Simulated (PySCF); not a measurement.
**Two-photon absorption: SMILES N#C/C=C/C=C/[SiH3], C$_{5}$H$_{7}$NSi**

Cartesian coordinates in Å; atom numbers follow the order of the lines, from 1:
```xyz
14

N     4.6779    0.4364    0.4510
C     3.6409    0.2057    0.0149
C     2.3750   -0.0764   -0.5192
C     1.2385    0.1771    0.1530
C    -0.0730   -0.1001   -0.3639
C    -1.2013    0.1564    0.3101
Si   -2.9457   -0.1799   -0.3045
H     2.3635   -0.5136   -1.5096
H     1.2924    0.6155    1.1423
H    -0.1197   -0.5393   -1.3528
H    -1.1001    0.5964    1.2966
H    -3.6722    1.0916   -0.3373
H    -3.5912   -1.1008    0.6338
H    -2.8857   -0.7697   -1.6415
```

Method used: TDDFT PBE0/def2-SVPD excited states, vertical, gas phase in PySCF. Geometry: GFN2-xTB.

Give the one- and two-photon strengths of the lowest singlets.

δ for parallel linear polarisation; σ at the peak of a Lorentzian of half width 0.1 eV, single beam; Ω is circular over linear.
| state | E (eV) | f | photon λ (nm) | δ (au) | σ (GM) | Ω | main |
| --- | --- | --- | --- | --- | --- | --- | --- |
| S1 | 4.93 | 1.049 | 503 | 6.43 | 0.06 | 1.00 | HOMO→LUMO 0.97 |
| S2 | 5.69 | 0.001 | 436 | 1.37 | 0.02 | 1.50 | HOMO−1→LUMO 0.94 |
| S3 | 5.97 | 0.001 | 415 | 4.09 | 0.05 | 1.50 | HOMO−3→LUMO 0.93 |
| S4 | 6.29 | 0.001 | 394 | 5580 | 80.83 | 0.66 | HOMO−2→LUMO 0.78, HOMO→LUMO+2 0.20 |
| S5 | 6.59 | 0.000 | 376 | 9.6 | 0.15 | 1.50 | HOMO→LUMO+3 0.48, HOMO→LUMO+1 0.41 |

Among these, the strongest one-photon state is S1, the strongest two-photon state S4, with a dipole change of 0.1 D (relaxed, norm of the difference vector).
